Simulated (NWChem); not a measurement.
CH$_{4}$AlFS; SMILES [CH3][Al]([F])[SH]

```xyz
8

Al    -0.0778     0.4126     0.0000
F     -1.6322     1.0151     0.0000
C      1.4267     1.6336     0.0000
H      1.3845     2.2893    -0.8854
H      2.4024     1.1245     0.0000
H      1.3845     2.2893     0.8854
S      0.0363    -1.7648     0.0000
H      1.3885    -1.7668     0.0000
```
Atoms are numbered in this order, from 1.

Program: NWChem. Pople sets run with spherical d functions. Structure relaxed at the PBE0/def2-SVP level.

**Question.** What does the run give for PBE/6-31G*? Quantities: highest occupied level (eV); orbital gap (eV); dipole (D).

**Answer.** 
```yaml
highest occupied level (eV): -6.49
orbital gap (eV): 5.44
dipole (D): 2.86
```
